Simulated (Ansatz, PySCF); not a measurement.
System: sum formula GeHCl2, charge 0, multiplicity 2. It need not be the lowest isomer of its formula. 
Structure (B3LYP-D3(BJ)/def2-TZVP (Ansatz, a first-principles code) minimum search):
```
Ge
H 1 1.5625
Cl 1 2.1751 2 106.85
Cl 1 2.1751 2 106.85 3 -115.46
```
Charge 0, spin multiplicity 2.

Dipole moments at this geometry, in debye (magnitudes).

| level | program | dipole (D) |
|---|---|---|
| TPSS/def2-TZVPD | PySCF | 1.74 |
| M06-L/def2-TZVPD | PySCF | 1.76 |
| r2SCAN/def2-TZVPD | Ansatz | 1.80 |
| B3LYP/def2-TZVPD | Ansatz | 1.85 |
| TPSSh/def2-TZVPD | PySCF | 1.81 |
| r2SCAN0/def2-TZVPD | Ansatz | 1.92 |
| MN15/def2-TZVPD | PySCF | 1.92 |
| wB97X-V/def2-TZVPD | Ansatz | 1.95 |
| CCSD(T)/def2-SVPD | Ansatz | 1.90 |
